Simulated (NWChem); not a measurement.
System: CdGeH3F; SMILES [GeH3][Cd][F]

def2 effective core potentials on Cd; no spin-orbit coupling.

Q: Give the equilibrium geometry at PBE-D3(BJ)/def2-SVP with def2 effective core potentials on Cd (NWChem) as a Z-matrix, with the point group.

A: point group C3v; any orientation.
```
Ge
H 1 1.5521
H 1 1.5521 2 108.25
H 1 1.5521 2 108.26 3 -117.17
Cd 1 2.5078 2 110.69 3 121.43
F 5 1.9592 4 154.56 1 -179.99
```
